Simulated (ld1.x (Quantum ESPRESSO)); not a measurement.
Transferability test, PAW potential for iodine (I)

- Element: I
- Generator: ld1.x (Quantum ESPRESSO) 7.5
- Type: PAW
- Functional: PBE
- Relativity: scalar-relativistic
- Frozen core: [Kr]
- Valence charge: 17
- Reference configuration: 4d10 5s2 5p4 (charge +1)
- Partial waves: 5s (bound): rcut 1.55, rcutus 1.95 bohr; 5s channel at -0.45 Ry: rcut 1.55, rcutus 1.95 bohr; 5p (bound): rcut 1.45, rcutus 1.85 bohr; 5p channel at -0.75 Ry: rcut 1.45, rcutus 1.85 bohr; 4d (bound): rcut 0.85, rcutus 1.00 bohr; 4d channel at -3.9 Ry: rcut 0.85, rcutus 1.00 bohr
- Local potential: all-electron potential smoothed inside 1.20 bohr (lloc = -1)
- Core correction: Bessel-smoothed model core inside 0.65 bohr
- Augmentation charge: PSQ, inside the norm-conserving radii

Energies are relative to the spin-unpolarised reference configuration 4d10 5s2 5p4; without spin polarisation the order of configurations can differ from experiment.

```
valence configuration  charge  ΔE all-electron (eV)  error AE − PS (meV)
         4d10 5s2 5p5       0               -11.131                 +3.3
         4d10 5s2 5p3      +2                19.846                 -5.8
          4d9 5s2 5p5      +1                47.116                 -148
         4d10 5s1 5p6       0                -0.717                 +2.3
       4d10 5s2 5p5.3    -0.3               -12.914                 +3.8
       4d10 5s2 5p4.5    +0.5                -6.599                 +2.0
```

Q: What are ΔE and the potential's error for 4d10 5s2 5p2?

A: ΔE = 49.174 eV all-electron; the error (AE − PS) is -16 meV.

Levels in the configuration 4d10 5s2 5p3:

| level | all-electron (eV) | pseudo (eV) |
| --- | --- | --- |
| 4d | -70.586 | -70.600 |
| 5s | -36.003 | -36.005 |
| 5p | -24.481 | -24.482 |

Note: ghost states, extra bound levels that the all-electron valence spectrum of the same l lacks: s at -325.6 eV, p at -57.6 eV. A true bound ghost makes a file unfit for plane-wave use.
